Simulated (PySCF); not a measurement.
**Heteronuclear NMR**

Cartesian coordinates in Å; atom numbers follow the order of the lines, from 1:
```xyz
17

O     3.817   -1.406   -1.192
C     3.314   -0.604   -0.482
F     4.108    0.224    0.273
C     1.920   -0.302   -0.237
C     1.355    0.636    0.590
C    -0.048    0.496    0.441
C    -1.167    1.130    0.987
C    -2.411    0.704    0.585
C    -2.564   -0.334   -0.343
C    -1.478   -0.977   -0.898
C    -0.219   -0.551   -0.496
O     0.974   -1.025   -0.898
H     1.883    1.328    1.215
H    -1.048    1.930    1.701
H    -3.293    1.175    0.990
H    -3.560   -0.636   -0.631
H    -1.588   -1.777   -1.613
```

PySCF calculation with GFN2-xTB geometry and shielding tensors at PBE0/pcSseg-1 (GIAO); no solvent model, relativity neglected, one computed conformer.

Question: Predict the 19F NMR data.

Answer: 
| atoms | environment | σ (ppm) | δ (ppm) |
| --- | --- | --- | --- |
| F3 | fluorine bonded to C | 147.9 | 12.6 |

Shieldings were converted by a linear fit to measured shifts: 19F: δ = 146.13 − 0.903σ +14.6 on sp3 carbon (rms 6.0 ppm, 223 shifts, 7.0 ppm with the 5 outliers that the fit left out vs CFCl3, solution or neat liquid). A few per cent of atoms miss by over 2 rms, more outside the fitted compound classes.

On a 600 MHz spectrometer 19F resonates near 564.6 MHz, so 1 ppm is 564.6 Hz.

Question: Predict the 17O NMR data.

Answer: 
| atoms | environment | σ (ppm) | δ (ppm) |
| --- | --- | --- | --- |
| O1 | carbonyl oxygen | -98.0 | 356.0 |
| O12 | aromatic ring oxygen | 73.8 | 199.5 |

Shieldings were converted by a linear fit to measured shifts: 17O (scatter 10.7 ppm rms, 12.2 ppm with the 3 outliers that the fit left out vs liquid water, solution or neat liquid). Occasional misses reach two or three times the rms, and more in compound classes unlike the fitted ones.

On a 400 MHz spectrometer 17O resonates near 54.2 MHz, so 1 ppm is 54.2 Hz.
